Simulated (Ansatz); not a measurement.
`CB(O)C=O` + H₂Se → `CB(O)[SeH]` + `C=O`  (ligand exchange at a B–C bond)

Calculated with Ansatz (gas phase, PBE0-D4/def2-TZVP geometries, no zero-point term in ΔE). CCSD(T)/CBS adds triple-zeta CCSD(T) − MP2 to the extrapolated MP2 energy (def2 sets, frozen cores). This one scheme is used for every species. Functionals use def2-TZVPP. For Se outer-core shells are correlated without core-valence functions, which leaves a few kJ/mol of doubt a bond. Scalar relativity is left out up to krypton. One conformer a species, not always the lowest.

| level | ΔE (eV) |
| --- | --- |
| BLYP-D4 | -0.52 |
| B2PLYP | -0.55 |
| r2SCAN0 | -0.58 |
| BHLYP | -0.52 |
| MP2/def2-TZVPP | -0.65 |
| SCS-MP2/def2-TZVPP | -0.61 |
| HF/def2-QZVPP | -0.55 |
| HF/CBS(def2) | -0.55 |

Task: What does CCSD(T)/CBS give? (Estimate.)

Result: Computed: -0.58 eV. The listed levels differ from it by 0.06, 0.03, 0.00, 0.06, -0.07, -0.03, 0.03, 0.03 eV.

Largest T1 diagnostic among the species: 0.015.

At CCSD(T), def2-SVP lies +0.08 eV from the extrapolated value and def2-TZVPP +0.01 eV. Leaving LDA and LC-ωPBE aside and taking each functional with its dispersion term where it has one, the values, not all of them listed here, spread over 0.12 eV, from PBE-QIDH to CAM-B3LYP-D4. LDA lies +0.06 eV from PBE without D4.
